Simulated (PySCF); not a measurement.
formaldehyde (CH2O), SMILES C=O.

Coordinates come from a PBE0-D3(BJ)/def2-TZVPD optimisation.

Vertical ionisation energy (IE) and electron affinity (EA) in eV. Rows of orbital energies are one-electron estimates. Where ΔSCF, EOM or ADC give a negative EA the extra electron is unbound and the value depends on the basis.

| level | IE | EA |
|---|---|---|
| −ε(HOMO), −ε(LUMO), CAM-B3LYP/def2-TZVPD (PySCF) | [?] | [?] |
| −ε(HOMO), −ε(LUMO), M06-2X/def2-TZVPD (PySCF) | 9.49 | 0.21 |
| EOM-CCSD/aug-cc-pVDZ (PySCF) | 10.61 | -0.76 |
| ADC(2)/aug-cc-pVDZ (PySCF) | 9.49 | -0.74 |

Task: Fill in the missing entries. (The exact figures need the calculation; the answer reports its results.)

Result: 
- −ε(HOMO), −ε(LUMO), CAM-B3LYP/def2-TZVPD (PySCF), IE: 9.35
- −ε(HOMO), −ε(LUMO), CAM-B3LYP/def2-TZVPD (PySCF), EA: 0.16

Computed lowest 1s main lines (those of the lightest heavy element) from CVS-ADC(2)-x/aug-cc-pVDZ (PySCF, non-relativistic), with pole strengths:
295.9 eV (1.51).

Task: Beyond the first one, list the lowest photoelectron lines from ADC(2)/aug-cc-pVDZ (PySCF 2.14.0) with their pole strengths (two spins summed). (The exact figures need the calculation; the answer reports its results.)

Result: 13.87 eV (1.76), 14.69 eV (1.71), 16.79 eV (1.77), 21.32 eV (1.77).
